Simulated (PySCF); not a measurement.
SrCl2, SMILES [Sr]([Cl])[Cl].

Geometry optimised at PBE0-D3(BJ)/def2-TZVP. The isomer is the one that the SMILES or the coordinates give; other isomers of the formula were not compared. The def2 effective core potentials stand for the cores of Sr; spin–orbit coupling is left out.

Computed with PBE0/def2-TZVPD (PySCF).

Gas-phase values at a fixed geometry.

```
Property                                                                                                         Result
---------------------------------------------------------------------------------------------  ------------------------
total energy                                                                                         -951.00729 hartree
point group                                                                                                         C2v
highest occupied level                                                                                         -7.92 eV
lowest empty level                                                                                             -2.16 eV
orbital gap                                                                                                     5.76 eV
dipole moment                                                                                                 1.045 e·Å
quadrupole, principal values (traceless, Buckingham form, about the centre of nuclear charge)  -34.33, 16.79, 17.54 D·Å
mean static polarisability                                                                         61.1 bohr³ (9.06 Å³)
polarisability, principal values                                                                 50.5, 51.9, 80.9 bohr³
```
